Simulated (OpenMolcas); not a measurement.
**Multiconfigurational calculation on C III**

Input:

```
&GATEWAY
Coord
1

C 0.0 0.0 0.0
Basis=ANO-R2
Group=XYZ
NoMove
AngMom=0.0 0.0 0.0
AMFI
&SEWARD
* reference wave functions (RASSCF and RASSI steps not shown): 2 electrons in 8 orbitals (2s 2p 3s 3p)
>>> COPY JOB001 $Project.JobIph
&CASPT2
Multistate=3 1 2 3
Frozen=0 0
IPEA=0.4
Sig2=0.25
MaxIter=60
WThr=0.0 0.3 0.05
PrWF=0.5
NoMix
>>> COPY JOB002 $Project.JobIph
&CASPT2
Multistate=7 1 2 3 4 5 6 7
Frozen=0 0
IPEA=0.4
Sig2=0.25
MaxIter=60
WThr=0.0 0.3 0.05
PrWF=0.5
NoMix
>>> COPY JOB003 $Project.JobIph
&CASPT2
Multistate=3 1 2 3
Frozen=0 0
IPEA=0.4
Sig2=0.25
MaxIter=60
WThr=0.0 0.3 0.05
PrWF=0.5
NoMix
...
```

Launched by
```bash
OMP_NUM_THREADS=1 MOLCAS_MEM=2252 MOLCAS_PROJECT=a pymolcas a.inp > a.log  # once for each step of the input, in one work folder
```

Output, cut to the results:

```
--- CASPT2 ---
Orbital specifications:
      -----------------------

      Symmetry species                           1   2
                                                ag  au
      Frozen orbitals                            0   0
      Inactive orbitals                          1   0
      Active orbitals                            2   6
      Secondary orbitals                        11  13
      Deleted orbitals                           0   0
      Number of basis functions                 14  19
Type of calculation                        MS-CASPT2
      Fock operator                              state-specific
      IPEA shift                                 0.40
      Real shift                                 0.00
      Imaginary shift                            0.00
      Sigma^2 regularizer                        0.25
      The input orbitals will be transformed to quasi-canonical
Reference energy:         -35.8586615890
      E2 (Non-variational):      -0.0169183080
      Shift correction:          -0.0000000019
      E2 (Variational):          -0.0169183100
      Total energy:             -35.8755798990
      Residual norm:              0.0000003765
      Reference weight:           0.99806
      Contributions to the CASPT2 correlation energy
      Active & Virtual Only:         -0.0052302972
      One Inactive Excited:          -0.0056562951
      Two Inactive Excited:          -0.0060317158
Reference energy:         -35.8586615890
      E2 (Non-variational):      -0.0169172894
      Shift correction:          -0.0000000019
      E2 (Variational):          -0.0169172914
      Total energy:             -35.8755788804
      Residual norm:              0.0000003768
      Reference weight:           0.99806
      Contributions to the CASPT2 correlation energy
      Active & Virtual Only:         -0.0052302984
      One Inactive Excited:          -0.0056552753
      Two Inactive Excited:          -0.0060317158
::    CASPT2 Root  1     Total energy:    -35.87557990
::    CASPT2 Root  2     Total energy:    -35.87557888
::    CASPT2 Root  3     Total energy:    -35.87557999
::    MS-CASPT2 Root  1     Total energy:    -35.87557999
::    MS-CASPT2 Root  2     Total energy:    -35.87557990
::    MS-CASPT2 Root  3     Total energy:    -35.87557888
--- CASPT2 ---
Orbital specifications:
      -----------------------

      Symmetry species                           1   2
                                                ag  au
      Frozen orbitals                            0   0
      Inactive orbitals                          1   0
      Active orbitals                            2   6
      Secondary orbitals                        11  13
      Deleted orbitals                           0   0
      Number of basis functions                 14  19
Type of calculation                        MS-CASPT2
      Fock operator                              state-specific
      IPEA shift                                 0.40
      Real shift                                 0.00
      Imaginary shift                            0.00
      Sigma^2 regularizer                        0.25
      The input orbitals will be transformed to quasi-canonical
Reference energy:         -36.4921787247
      E2 (Non-variational):      -0.0124139797
      Shift correction:          -0.0000000026
      E2 (Variational):          -0.0124139823
      Total energy:             -36.5045927069
      Residual norm:              0.0000005406
      Reference weight:           0.99879
      Contributions to the CASPT2 correlation energy
      Active & Virtual Only:         -0.0041138265
      One Inactive Excited:          -0.0029476142
      Two Inactive Excited:          -0.0053525390
Reference energy:         -35.7841105283
      E2 (Non-variational):      -0.0463266806
      Shift correction:          -0.0000000077
      E2 (Variational):          -0.0463266883
      Total energy:             -35.8304372165
      Residual norm:              0.0000005142
      Reference weight:           0.97883
      Contributions to the CASPT2 correlation energy
      Active & Virtual Only:         -0.0352905241
      One Inactive Excited:          -0.0050118077
      Two Inactive Excited:          -0.0060243488
::    CASPT2 Root  1     Total energy:    -36.50459271
::    CASPT2 Root  2     Total energy:    -35.83043722
::    CASPT2 Root  3     Total energy:    -35.83043802
::    CASPT2 Root  4     Total energy:    -35.83044142
::    CASPT2 Root  5     Total energy:    -35.83043809
::    CASPT2 Root  6     Total energy:    -35.83043721
::    CASPT2 Root  7     Total energy:    -35.66601490
::    MS-CASPT2 Root  1     Total energy:    -36.50469496
::    MS-CASPT2 Root  2     Total energy:    -35.83044148
::    MS-CASPT2 Root  3     Total energy:    -35.83043906
::    MS-CASPT2 Root  4     Total energy:    -35.83043747
::    MS-CASPT2 Root  5     Total energy:    -35.83043710
::    MS-CASPT2 Root  6     Total energy:    -35.83043684
::    MS-CASPT2 Root  7     Total energy:    -35.66591265
--- CASPT2 ---
Orbital specifications:
      -----------------------

      Symmetry species                           1   2
                                                ag  au
      Frozen orbitals                            0   0
      Inactive orbitals                          1   0
      Active orbitals                            2   6
      Secondary orbitals                        11  13
      Deleted orbitals                           0   0
      Number of basis functions                 14  19
Type of calculation                        MS-CASPT2
      Fock operator                              state-specific
      IPEA shift                                 0.40
      Real shift                                 0.00
      Imaginary shift                            0.00
      Sigma^2 regularizer                        0.25
      The input orbitals will be transformed to quasi-canonical
Reference energy:         -36.2508477810
...
```

Levels above the lowest, from the spin-orbit matrix with the single-state CASPT2 energies, averaged by term, on its diagonal:

| Configuration | Term | J | E (cm⁻¹) | Measured (cm⁻¹) | Term weight % |
| --- | --- | --- | --- | --- | --- |
| 2s² | ¹S | 0 | 0.0 | 0.0 | 100 |
| 2s 2p | ³P° | 0 | 52577 | 52367 | 100 |
| 2s 2p | ³P° | 1 | 52603 | 52391 | 100 |
| 2s 2p | ³P° | 2 | 52655 | 52447 | 100 |
| 2s 2p | ¹P° | 1 | 104436 | 102352 | 100 |
| 2p² | ³P | 0 | 138001 | 137426 | 100 |
| 2p² | ³P | 1 | 138027 | 137454 | 100 |
| 2p² | ³P | 2 | 138078 | 137502 | 100 |
| 2p² | ¹D | 2 | 147960 | 145876 | 100 |
| 2p² | ¹S | 0 | 184047 | 182520 | 100 |

Against the 9 measured excited levels shown (Moore, Selected Tables of Atomic Spectra, NSRDS-NBS 3, section 3) the mean absolute deviation is 890 cm-1; the largest miss in energy is 2s 2p ¹P°₁: computed 104436, measured 102352 cm⁻¹ (+2.0 %).

Active for correlation alone: 3p 3s; no level in the range computed is led by a configuration that fills them, so any true level of that kind is missing. Measured partners are found by configuration, term and J. A level has none where our copy of the source lacks it or the pairing is in doubt (some pairs that miss far off the trend of their configuration count as doubtful), and it then counts in no deviation. Levels of configurations outside the active space are missing. The first state left out of the spin-orbit step lies near 260000 cm-1 above the lowest spin-free state of the reference (among the parities and spins computed), and the list stops at four fifths of that energy or lower.

The term weight is that of the spin-free term in the level, not the purity of its configuration. ° marks odd parity.
